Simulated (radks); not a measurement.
Kr XIV, 23 electrons, occupied as [Ar] 3d5 (the NIST ground configuration).

Calculated with a radial shooting solver on a logarithmic mesh with Libxc functionals: Dirac Kohn-Sham, PBE, spin-unpolarised, spherical densities, finite nucleus; open shells fill j = l - 1/2 first; Fermi nuclear charge, rms radius 4.1884 fm.

Energy parts (eV):
part                       energy
total                  -73863.543
kinetic                 75931.748
electron-nucleus      -169839.452
Hartree                 22338.681
exchange-correlation    -2294.520

Orbitals (lengths in bohr, moments of r in powers of bohr; r(max) is where P^2 peaks):
orbital  occ.  eigenvalue (eV)   r(max)      <r>
1s1/2       2        -14533.19  0.02708  0.04149
2s1/2       2        -2243.805   0.1542   0.1828
2p1/2       2        -2065.220   0.1211   0.1570
2p3/2       4        -2011.251   0.1244   0.1609
3s1/2       2        -600.0052   0.4534   0.5001
3p1/2       2        -536.7775   0.4401   0.4939
3p3/2       4        -527.3972   0.4477   0.5019
3d3/2       4        -420.3205   0.3786   0.4715
3d5/2       1        -418.5624   0.3807   0.4739
4s1/2       0        -255.8821    1.042    1.079
4p1/2       0        -233.5214    1.071    1.111
4p3/2       0        -231.0279    1.083    1.122
4d3/2       0        -195.1139    1.126    1.173
4d5/2       0        -194.6505    1.129    1.176
4f5/2       0        -160.6287    1.047    1.186
4f7/2       0        -160.5591    1.048    1.187

The highest occupied level is 3d5/2 at -418.56 eV. For comparison, the ionisation energy in NIST's Atomic Spectra Database is 446 eV (theoretical). In exact Kohn-Sham theory the highest level is minus the ionisation energy, but local and semilocal functionals leave it too shallow, through self-interaction and a potential that decays too fast; potentials with the right tail come closer.

Beside tabulated values, note that spin-unpolarised runs miss the spin-polarisation part of the exchange energy of open shells.
